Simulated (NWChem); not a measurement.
System: C5H5F; SMILES C=C(F)C#CC

Output (shortened):

```
             Northwest Computational Chemistry Package (NWChem) 7.3.0
             --------------------------------------------------------

 C1  symmetry detected

                             Geometry "geometry" -> ""
                             -------------------------

 Output coordinates in angstroms (scale by  1.889725989 to convert to a.u.)

  No.       Tag          Charge          X              Y              Z
 ---- ---------------- ---------- -------------- -------------- --------------
    1 C                    6.0000    -1.16370883     1.92433156    -0.00003249
    2 C                    6.0000    -0.07976961     1.14421648     0.00003005
    3 F                    9.0000     1.15488298     1.70956004    -0.00001642
    4 C                    6.0000    -0.05567591    -0.27788182     0.00006193
    5 C                    6.0000     0.00527820    -1.48812343    -0.00003673
    6 C                    6.0000     0.06011323    -2.94497653    -0.00003459
    7 H                    1.0000    -2.15281816     1.48409390     0.00006061
    8 H                    1.0000    -1.06729558     3.00404124    -0.00017882
    9 H                    1.0000    -0.38701402    -3.35946326    -0.91190019
   10 H                    1.0000    -0.48110189    -3.36249665     0.85780425
   11 H                    1.0000     1.09686041    -3.29761317     0.05443287

 Effective nuclear repulsion energy (a.u.)     193.5976023323

  pbe96 is a nonlocal functional; adding pw91lda local functional.

                                 NWChem DFT Module
                                 -----------------

 Summary of "ao basis" -> "ao basis" (spherical)
 ------------------------------------------------------------------------------
       Tag                 Description            Shells   Functions and Types
 ---------------- ------------------------------  ------  ---------------------
 C                           6-31g*                  6       14   3s2p1d
 F                           6-31g*                  6       14   3s2p1d
 H                           6-31g*                  2        2   2s

            General Information
            -------------------
          SCF calculation type: DFT
          Wavefunction type:  closed shell.
          No. of atoms     :    11
          No. of electrons :    44
           Alpha electrons :    22
            Beta electrons :    22
          Charge           :     0
          Spin multiplicity:     1
          Use of symmetry is: off; symmetry adaption is: off
          Maximum number of iterations: 150
          AO basis - number of functions:    94
                     number of shells:    46
          Convergence on energy requested:  1.00D-06
          Convergence on density requested:  1.00D-05
          Convergence on gradient requested:  5.00D-04

              XC Information
              --------------
          PerdewBurkeErnzerhof Exchange Functional  1.000
            Perdew 1991 LDA Correlation Functional  1.000 local
           PerdewBurkeErnz. Correlation Functional  1.000 non-local

             Grid Information
             ----------------
          Grid used for XC integration:  xcoarse
          Radial quadrature: Mura-Knowles
          Angular quadrature: Lebedev.
          Tag              B.-S. Rad. Rad. Pts. Rad. Cut. Ang. Pts.
          ---              ---------- --------- --------- ---------
          C                   0.70       21          13.0       194
          F                   0.50       21          12.0       194
          H                   0.35       21          13.0       194
          Grid pruning is: on
          Number of quadrature shells:   231
          Spatial weights used:  Erf1

      Superposition of Atomic Density Guess
      -------------------------------------

 Sum of atomic energies:        -290.16476546

      Non-variational initial energy
      ------------------------------

 Total energy =    -293.340119
 1-e energy   =    -778.145777
 2-e energy   =     291.208056
 HOMO         =      -0.250704
 LUMO         =       0.003993

     ---------------------------------------------
      Total Density - Mulliken Population Analysis
     ---------------------------------------------

    Atom       Charge   Shell Charges
 -----------   ------   -------------------------------------------------------
    1 C    6     6.69   2.00  0.74  2.05  0.62  1.25  0.02
    2 C    6     5.26   2.00  0.68  1.55  0.40  0.57  0.07
    3 F    9     9.48   2.00  0.94  3.39  1.02  2.11  0.01
    4 C    6     6.19   2.00  0.74  1.97  0.58  0.88  0.03
    5 C    6     5.99   2.00  0.73  1.82  0.55  0.85  0.04
    6 C    6     6.64   2.00  0.70  2.01  0.65  1.24  0.03
    7 H    1     0.75   0.46  0.29
    8 H    1     0.77   0.46  0.31
    9 H    1     0.75   0.46  0.29
   10 H    1     0.75   0.46  0.29
   11 H    1     0.75   0.46  0.29

   convergence    iter        energy       DeltaE   RMS-Dens  Diis-err
 ---------------- ----- ----------------- --------- --------- ---------
 d= 0,ls=0.0,diis     1   -292.8325614253 -4.86D+02  2.47D-02  8.71D-01
 d= 0,ls=0.0,diis     2   -292.7539270855  7.86D-02  1.29D-02  1.72D+00
 d= 0,ls=0.0,diis     3   -292.9139432808 -1.60D-01  3.77D-03  1.21D-01
 d= 0,ls=0.0,diis     4   -292.9212169078 -7.27D-03  2.35D-03  4.48D-02
 d= 0,ls=0.0,diis     5   -292.9276864951 -6.47D-03  8.35D-04  4.41D-03
  Resetting Diis
 d= 0,ls=0.0,diis     6   -292.9281089342 -4.22D-04  2.26D-04  4.32D-04
 d= 0,ls=0.0,diis     7   -292.9281548210 -4.59D-05  2.04D-04  5.14D-05
 d= 0,ls=0.0,diis     8   -292.9280796837  7.51D-05  1.58D-04  6.08D-04
 d= 0,ls=0.0,diis     9   -292.9281618261 -8.21D-05  9.43D-06  7.90D-07
 d= 0,ls=0.0,diis    10   -292.9281619299 -1.04D-07  4.10D-06  9.08D-08

         Total DFT energy =     -292.928161929926
      One electron energy =     -782.250319934572
           Coulomb energy =      334.761552321221
    Exchange-Corr. energy =      -39.036996648917
 Nuclear repulsion energy =      193.597602332342

 Numeric. integr. density =       43.999548039782

                       DFT Final Molecular Orbital Analysis
                       ------------------------------------

 Vector   20  Occ=2.000000D+00  E=-2.652167D-01
              MO Center=  8.7D-02,  1.6D-01, -2.7D-03, r^2= 3.2D+00
   Bfn.  Coefficient  Atom+Function         Bfn.  Coefficient  Atom+Function
  ----- ------------  ---------------      ----- ------------  ---------------
    47     -0.350352   4 C  pz               33      0.332591   3 F  pz
    61     -0.251632   5 C  pz               37      0.242195   3 F  pz
    19     -0.228804   2 C  pz               51     -0.213392   4 C  pz
     5     -0.167311   1 C  pz               65     -0.129364   5 C  pz
     9     -0.121203   1 C  pz               75      0.097675   6 C  pz

 Vector   21  Occ=2.000000D+00  E=-2.369007D-01
              MO Center=  2.8D-02, -8.9D-01,  4.8D-03, r^2= 2.2D+00
   Bfn.  Coefficient  Atom+Function         Bfn.  Coefficient  Atom+Function
  ----- ------------  ---------------      ----- ------------  ---------------
    45      0.419794   4 C  px               59      0.387727   5 C  px
    63      0.241570   5 C  px               49      0.225655   4 C  px
    32      0.136398   3 F  py               94     -0.129526  11 H  s
    73     -0.117585   6 C  px               93     -0.110430  11 H  s
    36      0.095490   3 F  py               92      0.070874  10 H  s

 Vector   22  Occ=2.000000D+00  E=-2.004157D-01
              MO Center= -4.4D-01,  5.5D-01, -2.3D-03, r^2= 3.9D+00
   Bfn.  Coefficient  Atom+Function         Bfn.  Coefficient  Atom+Function
  ----- ------------  ---------------      ----- ------------  ---------------
     5      0.376991   1 C  pz                9      0.306135   1 C  pz
    61     -0.303813   5 C  pz               19      0.251886   2 C  pz
    47     -0.217254   4 C  pz               65     -0.213270   5 C  pz
    33     -0.187429   3 F  pz               37     -0.141621   3 F  pz
    23      0.118273   2 C  pz               51     -0.114598   4 C  pz

 Vector   23  Occ=0.000000D+00  E=-4.534941D-02
              MO Center= -4.5D-01,  4.6D-01, -3.1D-03, r^2= 4.2D+00
   Bfn.  Coefficient  Atom+Function         Bfn.  Coefficient  Atom+Function
  ----- ------------  ---------------      ----- ------------  ---------------
     9      0.458533   1 C  pz                5      0.374677   1 C  pz
    65      0.347618   5 C  pz               19     -0.342832   2 C  pz
    61      0.333658   5 C  pz               23     -0.325796   2 C  pz
    51     -0.216150   4 C  pz               90      0.210252   9 H  s
    92     -0.197681  10 H  s                47     -0.189299   4 C  pz

[...]

                         DFT ENERGY GRADIENTS

    atom               coordinates                        gradient
                 x          y          z           x          y          z
   1 C      -2.199091   3.636459  -0.000061    0.008604  -0.005453  -0.000001
   2 C      -0.150743   2.162256   0.000057   -0.012250   0.010018   0.000002
   3 F       2.182412   3.230600  -0.000031    0.000396   0.000700   0.000000
   4 C      -0.105212  -0.525120   0.000117    0.002178  -0.034058  -0.000002
   5 C       0.009974  -2.812146  -0.000069   -0.001814   0.034260  -0.000010
   6 C       0.113598  -5.565199  -0.000065    0.000153  -0.006801   0.000043
   7 H      -4.068236   2.804531   0.000115    0.003052   0.001254   0.000003
   8 H      -2.016896   5.676815  -0.000338   -0.000297  -0.003400  -0.000002
   9 H      -0.731350  -6.348465  -1.723241    0.001178   0.001245   0.002250
  10 H      -0.909151  -6.354197   1.621015    0.001383   0.001231  -0.002177
  11 H       2.072766  -6.231585   0.102863   -0.002584   0.001005  -0.000106
```

Level: PBE/6-31G* (spherical d). All runs use the structure optimised with B3LYP/6-31G* (spherical d).

Task: Which NWChem input produces such a log?

Result: Several could match; the one computed here: the input that was run:
```
start job
memory heap 200 mb stack 900 mb global 1100 mb
geometry units angstroms noautoz
  C     -1.167537     1.930171    -0.031594
  C     -0.083898     1.151886     0.027590
  F      1.147167     1.719247     0.108589
  C     -0.056670    -0.270106     0.015696
  C      0.006883    -1.480189     0.007929
  C      0.064874    -2.936883    -0.002437
  H     -2.153804     1.488316    -0.096309
  H     -1.073712     3.009991    -0.015651
  H     -0.324579    -3.343387    -0.943873
  H     -0.526980    -3.363467     0.816623
  H      1.097118    -3.288307     0.112182
end
basis spherical
  * library 6-31g*
end
dft
  xc xpbe96 cpbe96
  grid xcoarse
  iterations 150
  mulliken
end
task dft gradient
```
